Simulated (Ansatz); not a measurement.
Consider the isomerisation: `CC#CBO` → `OCC1=CB1`.

Gas-phase electronic energies from Ansatz, PBE0-D4/def2-TZVP geometries. CCSD(T)/CBS adds triple-zeta CCSD(T) − MP2 to the extrapolated MP2 energy (def2 sets, frozen cores). Functionals use def2-TZVPP. Each species was taken in one conformer, which may not be the lowest.

`CC#CBO`:

Cartesian coordinates in Å:
```
C 1.430 0.421 1.696
C 0.547 0.176 0.576
C -0.197 -0.032 -0.354
B -1.077 -0.255 -1.568
O -2.244 -0.930 -1.427
H 1.513 1.494 1.890
H 2.434 0.044 1.485
H 1.065 -0.064 2.604
H -0.748 0.159 -2.647
H -2.721 -1.014 -2.255
```

`OCC1=CB1`:

```xyz
10

O     1.003    1.838   -0.126
C     0.547    0.794    0.699
C    -0.108   -0.306   -0.026
C    -0.608   -1.546    0.158
B    -0.716   -0.985   -1.186
H     0.377    1.931   -0.850
H     1.415    0.413    1.246
H    -0.162    1.164    1.456
H    -0.711   -2.272    0.953
H    -1.036   -1.032   -2.323
```

(1) Is it downhill or uphill in electronic energy at CCSD(T)/CBS, and by how much? (Best estimate.)

(2) What do these levels give: LDA (SPW92), revPBE-D4, r2SCAN-D4, BHLYP-D4, ωB97X-V, r2SCANh, CAM-B3LYP, CCSD/def2-SVP, HF/def2-TZVPP, SCS-MP2/def2-TZVPP, MP2/def2-QZVPP, SCS-MP2/def2-QZVPP? (An estimate is asked.)

Largest T1 diagnostic among the species: 0.014.

Answers

(1) Ansatz gave: Uphill: ΔE = +46.6 kcal/mol.

(2) The calculation gave: LDA (SPW92) 39.1, revPBE-D4 42.0, r2SCAN-D4 43.5, BHLYP-D4 44.9, ωB97X-V 40.5, r2SCANh 42.8, CAM-B3LYP 45.2, CCSD/def2-SVP 47.6, HF/def2-TZVPP 46.6, SCS-MP2/def2-TZVPP 48.7, MP2/def2-QZVPP 47.8, SCS-MP2/def2-QZVPP 48.5 kcal/mol.

From BLYP to BHLYP (50 % exact exchange), in def2-TZVPP and without D4, ΔE moves by −4.0 kcal/mol. The D4 term adds −0.8 kcal/mol with B3LYP and −0.4 kcal/mol with PBE0; it sums over pairs of atoms, weighted by their polarisabilities, and B3LYP, whose exchange is more repulsive, gets the larger term. At CCSD(T), def2-SVP lies +1.4 kcal/mol from the extrapolated value and def2-TZVPP +0.4 kcal/mol.

B3LYP here is the variant with VWN-RPA as its local correlation; programs differ in this.
